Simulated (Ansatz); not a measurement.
Reaction (homolysis of the Br–Ge bond): `[GeH3][Br]` → Br• + `[GeH3]`•

Gas-phase electronic energies from Ansatz, PBE0-D4/def2-TZVP geometries. CCSD(T)/CBS adds triple-zeta CCSD(T) − MP2 to the extrapolated MP2 energy (def2 sets, frozen cores). No spin–orbit coupling; open shells (•) take unrestricted orbitals. Spin–orbit coupling would lower the free atoms: clearly for Br. For Br, Ge outer-core shells are correlated without core-valence functions, so the limit isn't a true one: a few kJ/mol of doubt a bond, and 10 to 20 or more in all where bonds break to atoms. Scalar relativity is left out up to krypton.

```csv
species,CCSD(T)/CBS(def2) energy (Eh)
`[GeH3][Br]`,-4651.26096
Br•,-2573.26688
`[GeH3]`•,-2077.84911
```

(1) Work out ΔE.

Largest T1 diagnostic among the species: 0.012.

Answers

(1) ΔE = (-2573.26688) + (-2077.84911) − (-4651.26096) = 0.14497 Eh = +380.6 kJ/mol.

In def2-TZVPP, CCSD(T) changes the Hartree–Fock value by +95.8 kJ/mol (the triples alone add +9.1 kJ/mol) and MP2 by +113.1 kJ/mol; breaking electron pairs costs correlation energy, which Hartree–Fock lacks. From r2SCAN to r2SCAN0 (25 % exact exchange), in def2-TZVPP and without D4, ΔE moves by −6.0 kJ/mol: exact exchange takes away binding that semilocal exchange gives to molecules.
